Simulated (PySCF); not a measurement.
# Two-component Hartree-Fock for Sn⁺ (tin, charge +1)

Start: [Kr] 4d10 5s2 5p1; 5p1/2 filled at m_j = +1/2. Calculated with PySCF 2.14 in x2c-SVPall-2c with one added diffuse shell each of s, p type (7s9p4d, 54 functions): generalised Hartree-Fock with the X2C-1e Hamiltonian and a Gaussian nucleus; one run each with spin-orbit coupling (SO) switched off, then screened by Boettger's factors.

```json
{"spinor shell": "1s1/2", "electrons": "2", "ε, spin-free (eV)": "-29350.3", "ε, screened SO (eV)": "-29347.6", "weight of nominal j (screened SO)": "1.000", "rms radius, screened SO (bohr)": "0.0333"}
{"spinor shell": "2s1/2", "electrons": "2", "ε, spin-free (eV)": "-4529.4", "ε, screened SO (eV)": "-4528.5", "weight of nominal j (screened SO)": "1.000", "rms radius, screened SO (bohr)": "0.136"}
{"spinor shell": "2p1/2", "electrons": "2", "ε, spin-free (eV)": "-4061.0", "ε, screened SO (eV)": "-4221.0", "weight of nominal j (screened SO)": "1.000", "rms radius, screened SO (bohr)": "0.118"}
{"spinor shell": "2p3/2", "electrons": "4", "ε, spin-free (eV)": "-4061.0", "ε, screened SO (eV)": "-3987.6", "weight of nominal j (screened SO)": "1.000", "rms radius, screened SO (bohr)": "0.123"}
{"spinor shell": "3s1/2", "electrons": "2", "ε, spin-free (eV)": "-920.24", "ε, screened SO (eV)": "-919.88", "weight of nominal j (screened SO)": "1.000", "rms radius, screened SO (bohr)": "0.361"}
{"spinor shell": "3p1/2", "electrons": "2", "ε, spin-free (eV)": "-763.12", "ε, screened SO (eV)": "-793.13", "weight of nominal j (screened SO)": "1.000", "rms radius, screened SO (bohr)": "0.354"}
{"spinor shell": "3p3/2", "electrons": "4", "ε, spin-free (eV)": "-763.12", "ε, screened SO (eV)": "-749.08", "weight of nominal j (screened SO)": "1.000", "rms radius, screened SO (bohr)": "0.366"}
{"spinor shell": "3d3/2", "electrons": "4", "ε, spin-free (eV)": "-521.66", "ε, screened SO (eV)": "-526.66", "weight of nominal j (screened SO)": "1.000", "rms radius, screened SO (bohr)": "0.340"}
{"spinor shell": "3d5/2", "electrons": "6", "ε, spin-free (eV)": "-521.66", "ε, screened SO (eV)": "-517.87", "weight of nominal j (screened SO)": "1.000", "rms radius, screened SO (bohr)": "0.343"}
{"spinor shell": "4s1/2", "electrons": "2", "ε, spin-free (eV)": "-168.20", "ε, screened SO (eV)": "-167.99", "weight of nominal j (screened SO)": "1.000", "rms radius, screened SO (bohr)": "0.872"}
{"spinor shell": "4p1/2", "electrons": "2", "ε, spin-free (eV)": "-118.24", "ε, screened SO (eV)": "-123.55", "weight of nominal j (screened SO)": "1.000", "rms radius, screened SO (bohr)": "0.932"}
{"spinor shell": "4d3/2", "electrons": "4", "ε, spin-free (eV)": "-43.671", "ε, screened SO (eV)": "-44.176", "weight of nominal j (screened SO)": "1.000", "rms radius, screened SO (bohr)": "1.18"}
{"spinor shell": "4d5/2", "electrons": "6", "ε, spin-free (eV)": "-43.671", "ε, screened SO (eV)": "-43.041", "weight of nominal j (screened SO)": "1.000", "rms radius, screened SO (bohr)": "1.19"}
{"spinor shell": "5s1/2", "electrons": "2", "ε, spin-free (eV)": "-20.965", "ε, screened SO (eV)": "-20.872", "weight of nominal j (screened SO)": "0.997", "rms radius, screened SO (bohr)": "2.54"}
{"spinor shell": "5p1/2", "electrons": "1", "ε, spin-free (eV)": "-14.059", "ε, screened SO (eV)": "-14.425", "weight of nominal j (screened SO)": "0.993", "rms radius, screened SO (bohr)": "3.09"}
```

Problem. Where does 4p3/2 lie, and what is the 4p spin-orbit splitting (screened SO)?

Solution. At -115.54 eV, 8.018 eV above 4p1/2.

| quantity | spin-free | screened SO |
| --- | --- | --- |
| E (hartree) | -6172.16728 | -6173.60810 |
| M_J | 1/2 | 1/2 |
| ⟨J²⟩ | 1.058 | 0.784 |
| ⟨L²⟩ | 2.039 | 2.052 |
| ⟨S²⟩ | 0.763 | 0.777 |

Each row is a mean over spinors that exchange with the open shell spreads, by up to 0.382 eV (4p1/2).

Breit and QED terms are absent; they matter most for the inner s and p1/2 levels.

Densities and radii are taken from the X2C orbitals without a picture-change correction, which distorts them close to the nucleus.

Without spin-orbit coupling the j labels of p, d and f shells carry no meaning; the spin-free column gives the mean over the occupied spinors of each nl shell, and its ⟨J²⟩ belongs to a mixture of degenerate components.
